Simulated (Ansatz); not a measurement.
Relaxation of H12N2Si3 (17 atoms, charge 0, multiplicity 1), to a largest force component of 0.03 eV/Å in at most 50 steps.

Theory: Ansatz 0.2.0, RHF/def2-SVP.

```xyz
17
Properties=species:S:1:pos:R:3:forces:R:3
Si -0.144 0.157 -0.172 -0.25 0.58 -0.55
H -0.280 0.261 1.284 -0.30 0.43 0.04
Si 2.135 0.301 -0.821 -0.01 0.00 0.03
H 2.448 -0.695 -1.874 0.02 -0.01 -0.04
H 2.392 1.657 -1.374 0.02 0.02 0.00
H 3.055 0.088 0.323 0.03 0.00 -0.01
N -0.919 1.441 -1.044 0.02 -0.04 -0.01
H -1.907 1.598 -0.980 0.00 0.01 0.00
H -0.435 2.284 -1.281 -0.01 0.00 0.01
N -0.809 -1.396 -0.554 -0.02 -0.02 0.01
H -1.685 -1.685 -0.161 0.02 0.01 0.01
H -0.692 -1.781 -1.472 -0.01 0.01 -0.02
Si 1.004 -2.617 1.515 0.27 -0.70 0.32
H -0.193 -3.483 1.455 -0.01 -0.02 0.00
H 1.757 -2.653 0.245 0.01 -0.01 -0.02
H 1.899 -3.175 2.566 0.01 0.00 0.01
H 0.650 -1.249 1.901 0.22 -0.26 0.22
```

**Question.** Where does it end, and by what steps?

**Answer.** The forces met the threshold. After 13 steps the energy has fallen by 0.428 eV; H16 moved furthest, 1.09 Å.

```json
{"step": "0", "energy less start (eV)": "0.0000", "largest force component (eV/Å)": "0.699", "accepted": "yes"}
{"step": "1", "energy less start (eV)": "-0.2310", "largest force component (eV/Å)": "0.262", "accepted": "yes"}
{"step": "2", "energy less start (eV)": "-0.3149", "largest force component (eV/Å)": "0.267", "accepted": "yes"}
{"step": "3", "energy less start (eV)": "-0.3708", "largest force component (eV/Å)": "0.392", "accepted": "yes"}
{"step": "4", "energy less start (eV)": "-0.4028", "largest force component (eV/Å)": "0.212", "accepted": "yes"}
{"step": "5", "energy less start (eV)": "-0.4090", "largest force component (eV/Å)": "0.200", "accepted": "yes"}
{"step": "6", "energy less start (eV)": "-0.4148", "largest force component (eV/Å)": "0.206", "accepted": "yes"}
{"step": "7", "energy less start (eV)": "-0.4202", "largest force component (eV/Å)": "0.173", "accepted": "yes"}
{"step": "8", "energy less start (eV)": "-0.4243", "largest force component (eV/Å)": "0.102", "accepted": "yes"}
{"step": "9", "energy less start (eV)": "-0.4237", "largest force component (eV/Å)": "0.126", "accepted": "no"}
{"step": "10", "energy less start (eV)": "-0.4270", "largest force component (eV/Å)": "0.068", "accepted": "yes"}
{"step": "11", "energy less start (eV)": "-0.4275", "largest force component (eV/Å)": "0.041", "accepted": "yes"}
{"step": "12", "energy less start (eV)": "-0.4278", "largest force component (eV/Å)": "0.037", "accepted": "yes"}
{"step": "13", "energy less start (eV)": "-0.4281", "largest force component (eV/Å)": "0.022", "accepted": "yes"}
```

```xyz
17
Properties=species:S:1:pos:R:3
Si -0.226 0.567 -0.335
H -0.460 1.093 1.037
Si 2.080 0.666 -0.865
H 2.384 -0.193 -2.040
H 2.484 2.057 -1.203
H 2.913 0.208 0.276
N -1.038 1.460 -1.574
H -2.037 1.537 -1.594
H -0.608 2.250 -2.014
N -0.766 -1.075 -0.242
H -1.499 -1.331 0.391
H -0.778 -1.658 -1.058
Si 1.162 -3.295 1.749
H -0.199 -3.829 1.515
H 1.868 -3.122 0.462
H 1.912 -4.270 2.579
H 1.085 -2.009 2.476
```

Whether the end is a true minimum wasn't checked by a vibrational analysis.

Run time: 23 s on 4 threads of Arm Neoverse V1, with other jobs on the host, peak memory 0.36 GiB.
